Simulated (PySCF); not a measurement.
# SMILES Cl[C@@H]1C[C@H]2O[C@@H]1C[SiH2]2, C5H9ClOSi

Molfile (atoms numbered from 1):
```
C5H9ClOSi
     RDKit          3D

 17 18  0  0  0  0  0  0  0  0999 V2000
   -1.1473    0.1015    2.3046 Cl  0  0  0  0  0  0  0  0  0  0  0  0
   -1.2622    0.4941    0.5781 C   0  0  2  0  0  0  0  0  0  0  0  0
   -1.3625   -0.7605   -0.3013 C   0  0  0  0  0  0  0  0  0  0  0  0
   -0.1236   -0.6076   -1.1911 C   0  0  1  0  0  0  0  0  0  0  0  0
   -0.0119    0.8127   -1.3369 O   0  0  0  0  0  0  0  0  0  0  0  0
   -0.0165    1.2218    0.0118 C   0  0  2  0  0  0  0  0  0  0  0  0
    1.2956    0.7385    0.6424 C   0  0  0  0  0  0  0  0  0  0  0  0
    1.4705   -0.9715   -0.1811 Si  0  0  0  0  0  4  0  0  0  0  0  0
   -2.1449    1.1287    0.4798 H   0  0  0  0  0  0  0  0  0  0  0  0
   -2.2785   -0.7326   -0.8935 H   0  0  0  0  0  0  0  0  0  0  0  0
   -1.3513   -1.6788    0.2823 H   0  0  0  0  0  0  0  0  0  0  0  0
   -0.2387   -1.0393   -2.1818 H   0  0  0  0  0  0  0  0  0  0  0  0
   -0.1247    2.3080    0.0462 H   0  0  0  0  0  0  0  0  0  0  0  0
    1.2510    0.7463    1.7273 H   0  0  0  0  0  0  0  0  0  0  0  0
    2.0916    1.4178    0.3391 H   0  0  0  0  0  0  0  0  0  0  0  0
    1.3152   -2.1063    0.7265 H   0  0  0  0  0  0  0  0  0  0  0  0
    2.6311   -1.0609   -1.0625 H   0  0  0  0  0  0  0  0  0  0  0  0
  1  2  1  0
  2  3  1  0
  3  4  1  0
  4  5  1  0
  5  6  1  0
  6  7  1  0
  7  8  1  0
  6  2  1  0
  8  4  1  0
  2  9  1  1
  3 10  1  0
  3 11  1  0
  4 12  1  6
  6 13  1  6
  7 14  1  0
  7 15  1  0
  8 16  1  0
  8 17  1  0
M  END
```

Method: PySCF 2.14.0, TDDFT CAM-B3LYP/def2-SVPD circular dichroism and optical rotation, one conformer, gas phase. Geometry: GFN2-xTB.

Singlets 7 and 8 lie within 0.01 eV of each other, so their separate moments and overlaps can depend on how they mix.

**Question.** Draw the ECD and absorption spectra from the lowest 8 states, each a Gaussian of half-width 0.35 eV at 1/e height.

**Answer.** 
```tsv
E (eV)	λ (nm)	Δε (L mol⁻¹ cm⁻¹)	ε (L mol⁻¹ cm⁻¹)
6.34	196	+0.63	77.9
6.49	191	+2.00	305
6.64	187	+4.66	892
6.79	183	+8.36	1930
6.94	179	+12.29	3080
7.09	175	+15.94	3650
7.24	171	+18.64	3330
7.39	168	+17.90	2630
7.54	165	+11.10	2350
7.69	161	-0.02	2930
7.84	158	-9.57	3970
```
Δε uses R in velocity form, ε uses f in length form. Only the states computed contribute, so the short-wavelength end is incomplete.

The sign of the CD band at 171 nm isn't settled: the length form gives the opposite one.
